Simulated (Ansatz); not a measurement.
All numbers were calculated with Ansatz.

`CB[SiH](O)I` at its PBE0-D4/def2-TZVP geometry, where that method's forces vanish. Total charge 0; spin multiplicity 1. I takes the def2 core potential.

```json
{"atom": "C1", "x (Å)": "-1.0488", "y (Å)": "1.3290", "z (Å)": "-0.4532"}
{"atom": "B2", "x (Å)": "-0.6130", "y (Å)": "-0.1314", "z (Å)": "-0.7488"}
{"atom": "Si3", "x (Å)": "0.6716", "y (Å)": "-1.1178", "z (Å)": "0.3900"}
{"atom": "O4", "x (Å)": "0.8625", "y (Å)": "-0.5214", "z (Å)": "1.9059"}
{"atom": "I5", "x (Å)": "2.5040", "y (Å)": "-0.3869", "z (Å)": "-1.1328"}
{"atom": "H6", "x (Å)": "-1.1552", "y (Å)": "1.9447", "z (Å)": "-1.3491"}
{"atom": "H7", "x (Å)": "-0.4584", "y (Å)": "1.8569", "z (Å)": "0.2965"}
{"atom": "H8", "x (Å)": "-2.0667", "y (Å)": "1.2277", "z (Å)": "-0.0398"}
{"atom": "H9", "x (Å)": "-0.9957", "y (Å)": "-0.7001", "z (Å)": "-1.7323"}
{"atom": "H10", "x (Å)": "0.7528", "y (Å)": "-2.6009", "z (Å)": "0.4027"}
{"atom": "H11", "x (Å)": "1.5467", "y (Å)": "-0.8997", "z (Å)": "2.4609"}
```

(1) For each bond, give half the difference of the two atoms' forces along it (eV/Å; positive pushes the atoms apart) under PBE-D4, r2SCAN-D4, B3LYP-D4, ωB97M-V in def2-TZVPP. (Best estimate.)

Results:

(1) The calculation gave: 
```tsv
bond	length (Å)	PBE-D4	r2SCAN-D4	B3LYP-D4	ωB97M-V
C1–B2	1.552	-0.04	0.03	0.09	0.11
C1–H6	1.092	0.13	-0.01	-0.03	-0.07
C1–H7	1.091	0.12	-0.01	-0.03	-0.06
C1–H8	1.103	0.15	0.00	-0.04	-0.05
B2–Si3	1.980	-0.18	-0.04	-0.02	0.01
B2–H9	1.199	0.09	-0.02	-0.15	-0.15
Si3–O4	1.640	0.36	0.06	0.14	0.15
Si3–I5	2.492	0.11	0.09	0.21	-0.04
Si3–H10	1.485	0.04	-0.03	-0.13	-0.17
O4–H11	0.959	0.32	0.02	-0.02	-0.05
```

B3LYP here is the variant with VWN-RPA as its local correlation; programs differ in this.
